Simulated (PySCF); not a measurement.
## Electric field gradients and quadrupole coupling constants

Compound: C₇H₁₃ClSi.
Cartesian coordinates in Å at the GFN2-xTB level; atoms count from 1:
```xyz
22
C7H13ClSi angstrom
C     -2.4815    0.7317    0.0856
C     -1.0702    0.2556   -0.2521
C     -0.9982   -1.2730   -0.2139
Si     0.7564   -1.9127   -0.5621
C      1.8658   -0.7439    0.4657
C      1.3505    0.6417    0.2730
C      2.0848    1.5586   -0.3437
Cl     1.5423    3.1678   -0.6745
C     -0.0584    0.8782    0.7246
H     -2.5497    1.8150    0.0132
H     -2.7511    0.4374    1.0986
H     -3.2057    0.2971   -0.6004
H     -0.8202    0.5986   -1.2624
H     -1.7084   -1.6811   -0.9346
H     -1.3317   -1.6116    0.7702
H      0.9235   -3.2998   -0.1163
H      1.0930   -1.7785   -1.9834
H      2.9113   -0.8166    0.1728
H      1.8008   -1.0100    1.5212
H      3.0890    1.3774   -0.6927
H     -0.2061    0.4371    1.7136
H     -0.2467    1.9504    0.7967
```

Field gradients from the PBE0/pcSseg-1 density (PySCF, non-relativistic), principal values in atomic units, ordered |Vxx| ≤ |Vyy| ≤ |Vzz|:

```json
{"atom": "Cl8", "Vxx": "-1.6912", "Vyy": "-2.0556", "Vzz": "3.7468"}
```

**Question.** Find the asymmetry η = (Vxx − Vyy)/Vzz and the couplings χ = eQV/h (234.96 MHz × Q in barn × V in au), with Q(35Cl) = −0.0817 b.

**Answer.** 
```
atom     environment  nucleus     η  χzz (MHz)  χxx (MHz)  χyy (MHz)
 Cl8  vinyl chlorine     35Cl  0.10     -71.93      32.47      39.46
```

**Question.** What is Vzz at Cl8 in SI units (1 au = 9.71736 × 10²¹ V/m²)?

**Answer.** 3.7468 au = 36.409 × 10²¹ V/m².

**Question.** And the gradient at the other heavy atoms, for which no coupling is worked out here?

**Answer.** 
| atom | environment | Vzz (au) | η |
| --- | --- | --- | --- |
| C1 | methyl carbon | 0.050 | 0.20 |
| C2 | sp3 CH carbon | -0.070 | 0.35 |
| C3 | sp3 carbon bound to silicon | -0.074 | 0.70 |
| Si4 | SiH2 silicon | 0.141 | 0.04 |
| C5 | sp3 carbon bound to silicon | 0.085 | 0.88 |
| C6 | fully substituted alkene carbon | 0.290 | 0.40 |
| C7 | vinylic C–Cl carbon | 0.372 | 0.77 |
| C9 | allylic carbon | -0.084 | 0.38 |

**Question.** What couplings would deuterons (Q(2H) = 0.00286 b) have in place of the hydrogens, at this geometry?

**Answer.** 
| atom | bonded to | bond length (Å) | Vzz (au) | η | χzz (kHz) |
| --- | --- | --- | --- | --- | --- |
| H10 | C1 | 1.088 | 0.3144 | 0.02 | 211 |
| H11 | C1 | 1.089 | 0.3128 | 0.02 | 210 |
| H12 | C1 | 1.088 | 0.3148 | 0.02 | 212 |
| H13 | C2 | 1.096 | 0.2923 | 0.00 | 196 |
| H14 | C3 | 1.091 | 0.3133 | 0.03 | 211 |
| H15 | C3 | 1.093 | 0.3091 | 0.03 | 208 |
| H16 | Si4 | 1.466 | 0.1609 | 0.00 | 108 |
| H17 | Si4 | 1.467 | 0.1610 | 0.01 | 108 |
| H18 | C5 | 1.088 | 0.3170 | 0.05 | 213 |
| H19 | C5 | 1.090 | 0.3134 | 0.05 | 211 |
| H20 | C7 | 1.078 | 0.3287 | 0.12 | 221 |
| H21 | C9 | 1.093 | 0.3021 | 0.02 | 203 |
| H22 | C9 | 1.091 | 0.2987 | 0.03 | 201 |

Isolated species at its GFN2-xTB geometry (one conformer only). GFN2-xTB bond lengths can be off by several hundredths of an ångström, more for odd bonds, and the gradients follow them. The basis is small and wasn't made for field gradients, so the couplings can be 20 % off.

The run behind these numbers computed NMR shieldings as well. Time: 52 s of wall time; peak memory 1.1 GiB. Hardware: one thread, INTEL XEON PLATINUM 8581C at 2.10 GHz (x86_64), no GPU, on a shared host.
